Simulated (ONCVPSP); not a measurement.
Varying the ONCV potential for caesium

Base potential:

ONCVPSP 4.0.1 input, shortened (lines: element, Z, core and valence counts, functional; n l f; lmax; l rc ep ncon nbas qcut; lloc lpopt rc5 dvloc0; l nproj debl; icmod fcfact rcfact), PBE, fully relativistic:

```
  Cs 55.00    9    3        4      upf
    1    0    2.00
    2    0    2.00
    2    1    6.00
    3    0    2.00
    3    1    6.00
    3    2   10.00
    4    0    2.00
    4    1    6.00
    4    2   10.00
    5    0    2.00
    5    1    6.00
    6    0    1.00
    2
    0    2.55    0.00    4    9    3.70
    1    2.70    0.00    3    7    5.30
    2    2.35    0.38    4    8    4.80
    4    5    1.70    2.00
    0    2    0.80
    1    1    2.40
    2    2    2.10
    1    0.15    0.00
```

Open shells are filled in proportion to 2j + 1.

All-electron outer shells of the reference configuration (PBE, scalar-relativistic, ld1.x):

```json
{"shell": "5s", "level (eV)": "-26.73", "outermost node (bohr)": "0.82", "outermost maximum (bohr)": "1.54"}
{"shell": "5p", "level (eV)": "-13.52", "outermost node (bohr)": "0.89", "outermost maximum (bohr)": "1.79"}
{"shell": "6s", "level (eV)": "-2.09", "outermost node (bohr)": "2.11", "outermost maximum (bohr)": "4.80"}
```

Cutoffs, loose and tight: the cutoffs (Ha) at which the residual kinetic energy of the hardest occupied pseudo-wave falls to 1 and 0.1 mHa per electron. They do not see the model core or the augmentation charge, which bear on the density cutoff. Test errors are all-electron minus pseudo excitation energies from the reference, over the configurations 5s2 5p6 6s0; 5s2 5p6 6s0.5; 5s2 5p6 6s0 6p1; 5s1 5p6 6s1. A dash means not determined; rows that change the core or the reference have their own tests.

A true bound ghost makes a file unfit for plane-wave use even where its test errors are small: the radial tests pick states by their node count and pass the ghost by.

| change | outcome | cutoff, loose | cutoff, tight | bound ghosts | GHOST(+) flags above zero | largest test error (meV) |
| --- | --- | --- | --- | --- | --- | --- |
| base | generated | 7.2 Ha | 9.6 Ha | none | s | -75 |
| local potential polynomial inside 1.70 bohr (lpopt 5, dvloc0 7.5 Ha) | generated | 7.2 Ha | 9.6 Ha | d3/2 | d5/2 | -81 |
| scalar-relativistic | generated, projector energies reset by the program | 7.0 Ha | 9.5 Ha | none | s | -83 |
| s: nbas 7 | generated | 7.2 Ha | 13 Ha | none | s | -57 |
| s: qcut 4.7; p: qcut 6.7; d: qcut 6.1 | generated | 11 Ha | 14 Ha | none | s | -57 |
| d: rc 2.22 | generated | 7.2 Ha | 9.6 Ha | none | s | -75 |
| s: qcut 4.9 | generated | 8.0 Ha | 9.6 Ha | none | s | -11 |
| all radii but the core radius scaled by about 0.91 (s 2.32, p 2.46, d 2.14 bohr); local potential polynomial inside 1.56 bohr (lpopt 5, dvloc0 2 Ha) | generated | 8.3 Ha | 31 Ha | none | s | -45 |
| core correction polynomial model core, fcfact 0.3 | generated | 7.2 Ha | 9.6 Ha | none | s | -77 |
| functional PBEsol | generated, projector energies reset by the program | 7.1 Ha | 9.5 Ha | none | s | -75 |
